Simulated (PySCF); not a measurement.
**Pd³¹⁺: ionisation energy**

Pd³¹⁺ [Ne] 3s2 3p3 (4S) → Pd³²⁺ [Ne] 3s2 3p2 (3P), as a difference of total energies. Computed with PySCF 2.14 in an uncontracted even-tempered set (16 s from 4.7 bohr⁻², ratio 2.5; 10 p from 6.1 bohr⁻², ratio 2.5; 5 d from 26 bohr⁻², ratio 2.7; 4 f from 38 bohr⁻², ratio 2.7), with no relativity, point nucleus. Correlated levels: outer shells: 1s2 frozen; virtual orbitals above 40 to 60 times the deepest correlated orbital energy dropped. The calculations carry no spin-orbit coupling.

```json
{"method": "UHF", "ionisation energy (eV)": "1852.2"}
{"method": "LDA", "ionisation energy (eV)": "1852.9"}
{"method": "PBE", "ionisation energy (eV)": "1853.2"}
{"method": "PBE0", "ionisation energy (eV)": "1853.3"}
{"method": "r2SCAN", "ionisation energy (eV)": "1853.9"}
{"method": "B97-3", "ionisation energy (eV)": "1853.1"}
{"method": "TPSSh", "ionisation energy (eV)": "1853.3"}
{"method": "MP2 (outer shells)", "ionisation energy (eV)": "1852.6"}
{"method": "SCS-MP2 (outer shells)", "ionisation energy (eV)": "1852.3"}
```

Spin-orbit coupling is strong in these open shells (close to jj coupling). The scalar numbers leave it out and a first-order estimate fails, so it can dominate the gap to the real levels.

All relativistic terms are absent from these numbers, so their closeness to the reference says little about the methods.

For comparison: 1869 ± 7 eV (semi-empirical (NIST evaluation); NIST Atomic Spectra Database, ionization energies).
